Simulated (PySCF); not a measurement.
Deuteron quadrupole couplings in `O=CO[C@@]1(F)[SiH2]C[C@@H]1F`

Species: C4H6F2O2Si.
Cartesian coordinates in Å at the GFN2-xTB level; atoms count from 1:
```xyz
15
C4H6F2O2Si angstrom
O      1.8592    1.6668    0.4857
C      2.3573    0.6296    0.1388
O      1.7321   -0.5170   -0.0087
C      0.3746   -0.4789    0.3964
F      0.3451   -0.9875    1.6743
Si    -0.6032    1.1826    0.2258
C     -1.7993   -0.2195   -0.3594
C     -0.6240   -1.1935   -0.5150
F     -0.9071   -2.4835   -0.1591
H      3.4197    0.5210   -0.1207
H     -0.8326    1.8108    1.5100
H     -0.2460    1.9945   -0.9294
H     -2.4518   -0.5810    0.4338
H     -2.3995   -0.1111   -1.2584
H     -0.2289   -1.2254   -1.5360
```

Level: PBE0/pcSseg-1 (PySCF, non-relativistic); Q(2H) = 0.00286 b; rigid geometry, the same for H and D, with no vibrational averaging.

Question: Rank these positions by the coupling χzz of a deuteron there, largest first.
A. H13 (methylene hydrogen)
B. H11 (Si–H hydrogen)
C. H14 (methylene hydrogen)
D. H10 (formyl hydrogen)
E. H12 (Si–H hydrogen)

Answer: C (217 kHz), A (213 kHz), D (188 kHz), B (117 kHz), E (113 kHz).

Question: Tabulate Vzz, the asymmetry η and χzz = 234.96 MHz × Q × Vzz for every hydrogen position.

Answer: 
```json
{"atom": "H10", "bonded to": "C2", "bond length (Å)": "1.099", "Vzz (au)": "0.2795", "η": "0.03", "χzz (kHz)": "188"}
{"atom": "H11", "bonded to": "Si6", "bond length (Å)": "1.448", "Vzz (au)": "0.1743", "η": "0.01", "χzz (kHz)": "117"}
{"atom": "H12", "bonded to": "Si6", "bond length (Å)": "1.456", "Vzz (au)": "0.1674", "η": "0.05", "χzz (kHz)": "113"}
{"atom": "H13", "bonded to": "C7", "bond length (Å)": "1.089", "Vzz (au)": "0.3170", "η": "0.05", "χzz (kHz)": "213"}
{"atom": "H14", "bonded to": "C7", "bond length (Å)": "1.086", "Vzz (au)": "0.3231", "η": "0.05", "χzz (kHz)": "217"}
{"atom": "H15", "bonded to": "C8", "bond length (Å)": "1.095", "Vzz (au)": "0.2853", "η": "0.09", "χzz (kHz)": "192"}
```

Question: Average by the element that carries the hydrogen.

Answer: on C: 202 kHz over 4 positions, mean bond length 1.092 Å; on Si: 115 kHz over 2 positions, mean bond length 1.452 Å.

Question: A static deuteron (I = 1) shows a doublet split by (3/2)χ, (3/4)χ(1 + η) and (3/4)χ(1 − η) with the field along z, y and x of the gradient. What are these for H13?

Answer: With |χ| = 213.0 kHz and η = 0.049: 320, 168 and 152 kHz, to first order and without motion.

One conformer (not necessarily the lowest) at the GFN2-xTB geometry, without solvent, vibrations or thermal averaging. GFN2-xTB bond lengths can be off by several hundredths of an ångström, more for odd bonds, and the gradients follow them. With so small a basis the couplings can be 20 % off.
